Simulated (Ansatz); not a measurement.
Two members of one family (B2H6-nXn), computed with Ansatz in the gas phase. The two geometries come from different levels. Binding counts from free atoms in the multiplicity of their measured ground term, without zero-point energy. A dash marks a value that wasn't run or was left out as unsound. The structures are stationary points that may keep the symmetry of their start.

First: diborane 1,2-di F (singlet, charge 0, B3LYP-D4/def2-TZVP geometry).

```xyz
8

B     0.262   -0.763   -0.399
F     1.179   -0.692   -1.375
H    -0.208   -1.800   -0.057
H    -0.768    0.059   -0.617
B    -0.279    0.747    0.416
F     0.243    1.924    0.038
H    -1.093    0.675    1.279
H     0.664   -0.149    0.715
```

```tsv
level	HOMO (eV)	LUMO (eV)	gap (eV)	vertical IE (eV)	binding per atom (eV)
PBE-D4/def2-TZVP	-8.22	-1.38	6.84	11.69	3.90
revPBE-D4/def2-TZVP	-8.18	-1.27	6.91	–	3.80
r2SCAN-D4/def2-TZVP	-8.61	-1.04	7.57	11.95	3.87
B3LYP-D4/6-31G	-9.50	-0.53	8.97	–	3.67
r2SCAN0-D4/def2-TZVP	-10.12	-0.17	9.95	–	3.81
```

Second: diborane 1,1-di Cl (singlet, charge 0, PBE0-D4/def2-SVP geometry).

```csv
atom,x (Å),y (Å),z (Å)
B1,0.4744,0.1199,0.6505
Cl2,1.8165,1.2669,0.5805
Cl3,0.1770,-0.7643,2.1509
H4,-0.6780,0.7135,0.2137
B5,-0.5597,-0.1406,-0.7660
H6,-1.4567,-0.9324,-0.6639
H7,-0.3123,0.4859,-1.7602
H8,0.5389,-0.7489,-0.4055
```

Question: Estimate how these quantities change from the first to the second (second minus first).

Answer: 
| level | Δ HOMO (eV) | Δ LUMO (eV) | Δ gap (eV) | Δ vertical IE (eV) | Δ binding per atom (eV) |
| --- | --- | --- | --- | --- | --- |
| PBE-D4/def2-TZVP | 0.56 | -0.83 | -1.39 | -0.92 | -0.46 |
| revPBE-D4/def2-TZVP | 0.56 | -0.85 | -1.41 | – | -0.43 |
| r2SCAN-D4/def2-TZVP | 0.60 | -0.90 | -1.49 | -0.93 | -0.44 |
| B3LYP-D4/6-31G | 0.69 | -0.94 | -1.62 | – | -0.47 |
| r2SCAN0-D4/def2-TZVP | 0.82 | -0.94 | -1.76 | – | -0.41 |
